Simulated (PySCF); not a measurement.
Te (SMILES [Te]), triplet (core potentials on Te). Base run: B3LYP/def2-TZVP run with PySCF.

Here is a job for PySCF.
```python
from pyscf import gto, scf, dft

mol = gto.M(
    atom='''
Te    0.00000000    0.00000000    0.00000000
''',
    basis='def2-tzvp',
    ecp={'Te': 'def2-tzvp'},
    spin=2,
    verbose=4,
)

mf = dft.UKS(mol)
mf.xc = 'b3lyp'
mf.kernel()
mf.analyze()
```

Variants of this job, named by their change:

```json
[
 {"change": "base", "ΔE vs base (mEh)": "0.000", "SCF cycles": "8", "<S^2>": "2.003", "outcome": "converged"},
 {"change": "conv_tol = 1e-7", "ΔE vs base (mEh)": "0.000", "SCF cycles": "7", "<S^2>": "2.003", "outcome": "converged"},
 {"change": "diis_space = 12", "ΔE vs base (mEh)": "0.000", "SCF cycles": "8", "<S^2>": "2.003", "outcome": "converged"},
 {"change": "DIIS = ADIIS", "ΔE vs base (mEh)": "0.000", "SCF cycles": "12", "<S^2>": "2.003", "outcome": "converged"},
 {"change": "conv_tol = 1e-6", "ΔE vs base (mEh)": "0.000", "SCF cycles": "6", "<S^2>": "2.003", "outcome": "converged"},
 {"change": "conv_tol = 1e-11", "ΔE vs base (mEh)": "0.000", "SCF cycles": "9", "<S^2>": "2.003", "outcome": "converged"},
 {"change": "init_guess = atom", "ΔE vs base (mEh)": "0.000", "SCF cycles": "7", "<S^2>": "2.003", "outcome": "converged"},
 {"change": "diis = off (with mf.max_cycle = 100)", "ΔE vs base (mEh)": "0.000", "SCF cycles": "47", "<S^2>": "2.003", "outcome": "converged"},
 {"change": "conv_tol = 1e-12", "ΔE vs base (mEh)": "0.000", "SCF cycles": "12", "<S^2>": "2.003", "outcome": "converged"},
 {"change": "level_shift = 1.0 (with mf.max_cycle = 100)", "ΔE vs base (mEh)": "0.000", "SCF cycles": "26", "<S^2>": "2.003", "outcome": "converged"},
 {"change": "solver = newton", "ΔE vs base (mEh)": "0.000", "SCF cycles": "-", "<S^2>": "2.003", "outcome": "converged"},
 {"change": "solver = newton; init_guess = 1e", "ΔE vs base (mEh)": "1798.0", "SCF cycles": "-", "<S^2>": "2.007", "outcome": "another SCF solution"},
 {"change": "diis_space = 4", "ΔE vs base (mEh)": "0.000", "SCF cycles": "8", "<S^2>": "2.003", "outcome": "converged"}
]
```

A guess, shift, damping, solver or small numerical setting can't move a converged solution much, so rows marked as another SCF solution ended in a different state.

Open shells are given as the SCF converged; they aren't shown to be the lowest states, and a large step between rows can be another state.
